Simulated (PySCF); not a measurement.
# Finite-field polarisability of Hf (hafnium, neutral)

[Xe] 4f14 5d2 6s2, high-spin 3F determinant. Computed with PySCF 2.14 in def2-TZVPPD with the def2 core potential (60 electrons) (6s5p3d2f1g, 59 functions), with a scalar-relativistic core potential. Frozen: 5s2 5p6. Energy changes in a uniform field (μhartree):

```csv
axis,F (au),HF,MP2,CCSD,CCSD(T)
x,0.0013,-101.831,-80.664,-90.310,-89.857
x,0.0026,-407.439,-321.698,-361.151,-359.356
y,0.0013,-101.831,-80.664,-90.310,-89.857
y,0.0026,-407.439,-321.698,-361.151,-359.356
z,0.0013,-101.825,-80.745,-90.315,-89.862
z,0.0026,-407.336,-322.986,-361.266,-359.445
```

Q: Derive α along x at CCSD(T) from the two fields.

A: With ΔE = −αF²/2 − γF⁴/24, α = −(16 ΔE(F) − ΔE(2F))/(6F²) = 106.3 bohr³.

Q: And the mean polarisability at each level?

A: HF 120.5, MP2 95.55, CCSD 106.9, CCSD(T) 106.3 bohr³. Reference: 103 ± 6 bohr³ (recommended; Schwerdtfeger and Nagle, table of static dipole polarizabilities (2023 update)).

Spin-orbit coupling, absent here, splits the open shell strongly.
